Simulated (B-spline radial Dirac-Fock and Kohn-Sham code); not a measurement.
What relativity does to the binding energies of Tm⁴⁷⁺

System: thulium as Tm⁴⁷⁺, [Ar] 3d4.

Both columns are ΔSCF binding energies of the configuration average from a radial atomic solver: non-relativistic Hartree-Fock with a point nucleus, and Dirac-Fock with a finite nucleus and the Coulomb interaction alone, averaged over the two j levels with weights 2j+1.

```tsv
shell	Hartree-Fock (eV)	Dirac-Fock (eV)	shift (eV)	shift (%)
1s	58364.6	62559.4	+4194.83	+7.19
2s	11831.2	12965.6	+1134.35	+9.59
2p	11426.9	11819.4	+392.57	+3.44
3s	4476.1	4796.9	+320.81	+7.17
3p	4300.0	4434.5	+134.47	+3.13
3d	4036.3	4045.4	+9.08	+0.22
```

Relativity binds 1s, 2s, 2p, 3s, 3p, 3d more strongly, among those listed most of all 2s in relative terms.

Values without a named source are computed, but for edge energies of neutral atoms, which are taken from tables.
